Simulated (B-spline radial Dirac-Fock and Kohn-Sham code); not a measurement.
## Kohn-Sham estimates against Dirac-Fock for the levels of Os⁴²⁺

System: Os⁴²⁺, configuration [Ar] 3d10 4s2 4p4.

The density-functional columns are spherical, spin-unpolarised Dirac-Kohn-Sham results without Breit or QED terms: −ε is minus the orbital energy of the initial state and ΔSCF the difference of two total energies. The reference in the last column comes from multi-electron Dirac-Fock with separately optimised hole states, Breit and Lamb-shift corrections added in first order. All numbers are from a B-spline atomic structure program, in eV; a selection of levels is shown. The Kohn-Sham columns are given as differences from the reference. For the 1s level of heavy atoms much of the gap between ΔSCF and the reference is the Breit and QED part, -383.2 eV here; for other levels the error of the functional can be larger.

```
level  LDA −ε − DF  LDA ΔSCF − DF  Dirac-Fock
   1s       -238.3         +370.4     75917.6
   2s       -192.9          -55.1     15009.4
2p1/2       -142.6          +26.4     14425.1
   3s       -110.1          -52.3      5005.1
3p1/2        -90.0          -29.1      4750.1
3d3/2        -63.1           +1.7      3990.3
3d5/2        -64.7           -1.3      3916.0
   4s        -31.5           -1.6      2331.4
   4p        -23.6           +5.6      2147.6
```

Values without a named source are computed, but for edge energies of neutral atoms, which are taken from tables.
